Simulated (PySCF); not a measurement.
# Electron correlation in P⁺ (phosphorus, charge +1)

[Ne] 3s2 3p2, high-spin 3P determinant. Calculation: PySCF 2.14, in cc-pVDZ-DK; the spin-free X2C one-electron Hamiltonian (Gaussian nucleus). Frozen: [Ne]; 4 electrons correlated.

MP2 pair energies summed by pair of shells (mhartree):

| pair | energy | share (%) |
| --- | --- | --- |
| 3s-3p | -29.67 | 60.1 |
| 3s-3s | -14.54 | 29.4 |
| 3p-3p | -5.17 | 10.5 |

Total MP2 correlation energy: -49.39 mhartree.

Same-spin part -8.13 and opposite-spin part -41.26 mhartree; SCS-MP2 scales them by 1/3 and 6/5 to -52.23 mhartree.

```csv
level,correlation energy (mhartree)
CCSD,-69.85
(T),-0.91
CCSD(T),-70.76
```

Diagnostics: T1 = 0.0079, D1 = 0.0214, largest double amplitude 0.106.

Cost of the coupled-cluster step: 0.11 s of wall time on 1 thread of Neoverse-V1 (shared host), for 4 correlated electrons.
